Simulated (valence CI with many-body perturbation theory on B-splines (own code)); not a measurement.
**Questions on Lu64+**

Calculated by valence CI with perturbative core correlation (CI+MBPT): five valence electrons over a frozen Dirac-Fock core [He], radial functions for each j: 9 s, 9 p, 8 d, 6 f, 3 g, 1 h, with the one-electron correlation potential Σ1 (screened to all orders), the two-electron term Σ2, the three-electron term Σ3, Breit, model QED; selected single and double excitations, second order for the rest, scaled by the run's own slope (own B-spline code, finite nucleus).

No measured spectrum was set against this ion. As an estimate, large intervals hold to a few tenths of a per cent, small ones and those within an open d or f shell to about a per cent. Among the levels kept, up to 4100 cm⁻¹ of a level comes from second order outside the variational space, and about a tenth of that is noise between levels of different J, which matters for small intervals.

Levels are named by their leading jj configuration (3d3/2^4 stands for four electrons in 3d with j = 3/2), which in mixed levels can hold well under half, so a name can repeat and another be missing.

Rates and lifetimes use the calculated energies. Strong lines usually hold to 10 to 20 %, long lifetimes can be off by a factor of two.

What is the ground level?

(2s^2 2p1/2^2 2p3/2) J=3/2, composition 49 % 2s2 2p3 2P° + 27 % 2s2 2p3 2D° + 24 % 2s2 2p3 4S°, g = 1.317.

What are the static dipole polarisabilities of the lowest levels?

(2s^2 2p1/2^2 2p3/2) J=3/2 8.56e-05 (tensor 1.7e-05) bohr³, of which the core gives 2.66e-07.

Where does the other parity begin?

At (2s 2p1/2^2 2p3/2^2) J=5/2, 1469 eV.

What is the ionisation energy?

15212 eV; NIST lists 15211 ± 24 eV (theoretical).

Name the longest-lived excited levels whose lifetime is computed, and their main decay.

(2s^2 2p1/2 2p3/2^2) J=5/2 at 1167 eV lives 414 ps, mostly by M1 to (2s^2 2p1/2^2 2p3/2) J=3/2; (2s^2 2p1/2 2p3/2^2) J=1/2 at 1216 eV lives 125 ps, mostly by M1 to (2s^2 2p1/2^2 2p3/2) J=3/2; (2s^2 2p1/2 2p3/2^2) J=3/2 at 1144 eV lives 70.9 ps, mostly by M1 to (2s^2 2p1/2^2 2p3/2) J=3/2.
